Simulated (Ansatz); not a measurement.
Relaxation of H₆O₂SiZn (10 atoms, charge 0, multiplicity 1), to a largest force component of 0.03 eV/Å in at most 50 steps.

Level of theory: Ansatz, RKS revPBE-D4/def2-SVP.

```xyz
10
Properties=species:S:1:pos:R:3:forces:R:3
Zn -0.485 -0.007 0.086 0.05 -0.02 -0.07
O -0.684 0.248 1.850 -0.26 0.08 0.11
H -1.537 -0.084 2.188 0.00 0.01 0.00
O -0.137 -0.099 -1.670 0.00 0.00 -0.01
H 0.404 -0.888 -1.864 0.01 -0.01 -0.01
Si 2.787 -0.742 1.186 0.47 -0.12 -0.21
H 2.936 -2.240 1.191 0.00 -0.01 0.00
H 2.943 -0.258 -0.232 -0.01 0.01 0.00
H 3.853 -0.126 2.047 0.01 0.00 0.00
H 1.438 -0.382 1.681 -0.25 0.06 0.18
```

Problem. Where does it end, and by what steps?

Solution. It converged. The force dipped under the threshold on the way, but the program's further checks kept it going. After 28 steps the energy has fallen by 0.219 eV; O4 moved furthest, 1.05 Å.

```csv
step,energy less start (eV),largest force component (eV/Å),accepted
0,0.0000,0.469,yes
1,-0.0449,0.430,yes
2,-0.0417,0.962,no
3,-0.0613,0.248,yes
4,-0.0740,0.063,yes
5,-0.0862,0.207,yes
6,-0.0905,0.397,yes
7,-0.1100,0.713,yes
8,-0.1242,1.522,yes
9,-0.1844,0.099,yes
10,-0.1880,0.064,yes
11,-0.1912,0.147,yes
12,-0.1954,0.134,yes
13,-0.1959,0.430,yes
14,-0.1992,0.197,yes
15,-0.2103,0.038,yes
16,-0.2150,0.041,yes
17,-0.0478,2.929,no
18,-0.2157,0.024,yes
19,-0.2161,0.225,yes
20,-0.2174,0.102,yes
21,-0.2181,0.073,yes
22,-0.2181,0.071,yes
23,-0.2179,0.255,no
24,-0.2185,0.033,yes
25,-0.2185,0.032,yes
26,-0.2187,0.084,yes
27,-0.2188,0.040,yes
28,-0.2189,0.009,yes
```

```xyz
10
Properties=species:S:1:pos:R:3
Zn -0.440 -0.229 0.505
O -1.364 0.063 2.012
H -2.270 0.364 1.811
O 0.579 -0.437 -0.977
H 0.548 -1.354 -1.309
Si 2.882 -0.596 0.848
H 2.545 -2.002 0.446
H 3.298 0.260 -0.306
H 4.020 -0.664 1.838
H 1.719 0.018 1.595
```

Whether the end is a true minimum wasn't checked by a vibrational analysis.

Time of the run: 65 s on 2 threads of Arm Neoverse V2, with other jobs on the host, peak memory 0.14 GiB.
